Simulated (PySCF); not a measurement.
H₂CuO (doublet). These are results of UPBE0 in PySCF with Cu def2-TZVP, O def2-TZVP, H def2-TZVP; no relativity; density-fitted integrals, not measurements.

Harmonic bands of its minimum:

| ω (cm⁻¹) | IR (km/mol) |
| --- | --- |
| 299 | 1.8 |
| 304 | 0.3 |
| 625 | 19.4 |
| 1005 | 70.1 |
| 1492 | 18.3 |
| 3504 | 66.5 |

The central atom is Cu. Infer the point group and assign the bands.

C2v. The modes span 2b2 + b1 + 3a1: 299 b2, 304 b1, 625 a1, 1005 a1, 1492 b2, 3504 a1. The computed geometry has Cu–H 1.629 Å (×2), Cu–O 1.762 Å, H–H 0.808 Å; Cu–H–H 75.6° (×2), H–Cu–H 28.7°, H–Cu–O 165.6° (×2).

Other isomers or separated fragments may lie lower. With open d or f shells other occupations or spin states may lie lower.
